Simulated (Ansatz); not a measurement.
Basis-set series for C$_{2}$H$_{8}$AlBO, SMILES `[BH2][AlH][CH2]CO`. The species carries charge 0 and has multiplicity 1. Geometry: relaxed with PBE0-D4/def2-TZVP. It is one conformer, not always the lowest.

```xyz
13

B    -1.312   -1.375    1.856
Al    0.565   -1.195    0.889
C     0.896    0.110   -0.552
C    -0.261    1.011   -0.927
O    -0.008    1.838   -2.048
H    -2.184   -2.102    1.465
H    -1.596   -0.760    2.847
H     1.785   -2.135    1.310
H     1.227   -0.454   -1.434
H     1.766    0.712   -0.248
H    -0.557    1.625   -0.062
H    -1.138    0.420   -1.207
H     0.816    2.305   -1.890
```

| functional | basis | functions | energy (Eh) | HOMO (eV) | LUMO (eV) |
| --- | --- | --- | --- | --- | --- |
| PBE0-D4 | def2-SVP | 114 | -422.91915 | -7.22 | -2.30 |
| PBE0-D4 | def2-TZVPP | 278 | -423.21249 | -7.29 | -2.35 |
| ωB97M-V | def2-SVP | 114 | -423.12767 | -9.40 | -0.26 |
| ωB97M-V | def2-TZVPP | 278 | -423.43133 | -9.46 | -0.42 |

Give the rows for def2-QZVPP. (An estimate is asked.)

Computed: 
| functional | basis | functions | energy (Eh) | HOMO (eV) | LUMO (eV) |
| --- | --- | --- | --- | --- | --- |
| PBE0-D4 | def2-QZVPP | 538 | -423.23080 | -7.31 | -2.37 |
| ωB97M-V | def2-QZVPP | 538 | -423.44927 | -9.47 | -0.48 |
